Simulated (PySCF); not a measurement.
Species: n-GeSiSiSiH10.
Bonds: Ge1–Si2, Si2–Si3, Si3–Si4. Hydrogens: H5, H6, H7 on Ge1; H8, H9 on Si2; H10, H11 on Si3; H12, H13, H14 on Si4.

A linear-response calculation (PySCF, def2-SVPD basis, gas phase, vertical, core orbitals frozen in the response) gave these numbers; the functional is withheld.

Orbital energies (eV): HOMO-3 -10.79, HOMO-2 -10.20, HOMO-1 -9.50, HOMO -9.06, LUMO 0.55, LUMO+1 0.82, LUMO+2 0.89.

| state | E (eV) | f | main configurations (H = HOMO, L = LUMO) |
| --- | --- | --- | --- |
| S1 | 6.68 | 0.032 | H→L (58%), H→L+4 (13%) |
| S2 | 6.75 | 0.106 | H→L+1 (43%), H→L+5 (17%), H→L+3 (16%) |
| S3 | 7.08 | 0.105 | H-1→L (35%), H→L+3 (20%), H→L (17%) |
| S4 | 7.16 | 0.0086 | H→L+4 (37%), H-1→L (19%), H-1→L+1 (12%) |
| S5 | 7.18 | 0.077 | H→L+2 (50%), H→L+1 (15%), H→L+3 (9%) |
| S6 | 7.25 | 0.355 | H→L+1 (26%), H→L+3 (20%), H→L+2 (18%) |

Triplets, Tamm–Dancoff:

```tsv
state	E (eV)	λ (nm)	main configurations (H = HOMO, L = LUMO)
T1	5.91	209.9	H→L (63%), H→L+4 (9%)
T2	6.04	205.3	H→L+1 (57%)
T3	6.39	194.0	H-1→L+4 (24%), H→L+3 (14%), H→L+5 (13%)
T4	6.44	192.5	H→L+2 (34%), H→L+3 (17%)
```

Vertical ionisation energy by ΔSCF with the same functional: 9.66 eV. Mean static polarisability: 125.9 au.

Question: Name the functional.
A. PBE0
B. PBE
C. CAM-B3LYP
D. HF

Answer: C. CAM-B3LYP is range-separated, 19% exact exchange at short range and 65% at long range (ω = 0.33 bohr⁻¹). In this run −ε(HOMO) = 9.06 eV differs from the ΔSCF value by -0.60 eV, and S1 differs from the orbital gap of 9.62 eV by -2.94 eV. The ratio −ε(HOMO)/IP is 0.94. Usual ranges for neutral molecules in this basis: 0.85 to 0.93 with CAM-B3LYP, 0.5 to 0.7 with PBE, 0.7 to 0.83 with PBE0; with Hartree–Fock the ratio is 1 or more (Koopmans' value less the relaxation energy is the ΔSCF value). The other options: PBE, a GGA without exact exchange; HF, time-dependent Hartree–Fock, 100% exact exchange; PBE0, a global hybrid with 25% exact exchange.

Method: TDDFT CAM-B3LYP/def2-SVPD, vertical, gas phase, core orbitals frozen in the response in PySCF. One conformer (not necessarily the lowest) at the PBE0-D3(BJ)/def2-SVP geometry, without solvent, vibrations or thermal averaging. The CAM-B3LYP/def2-SVPD calculation is non-relativistic and has no spin–orbit coupling, an omission that weighs most on germanium.

Time: 5.5 min wall (with the writing of density and orbital grids); peak memory 1.2 GiB. Hardware: Intel Xeon at 2.50 GHz, one thread, no GPU, shared host with 64 logical CPUs at a one-minute load of 62.
